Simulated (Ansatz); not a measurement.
**Question.** Name a neutral molecule of C, S, Si and H with ideal-gas entropy at 298 K and 1 bar (rigid rotor, harmonic PBE0-D4/def2-TZVP) between 304 and 320 J/(mol·K) and LUMO energy (PBE/def2-TZVPP) between -0.80 and -0.50 eV (Ansatz, PBE0-D4/def2-TZVP geometry).

**Answer.** `S[SiH]1CC1` (318 J/(mol·K), -0.71 eV); `C[SiH]1CS1` (316 J/(mol·K), -0.64 eV). Other molecules can fit too; these were computed, each in one conformer that needn't be the lowest.
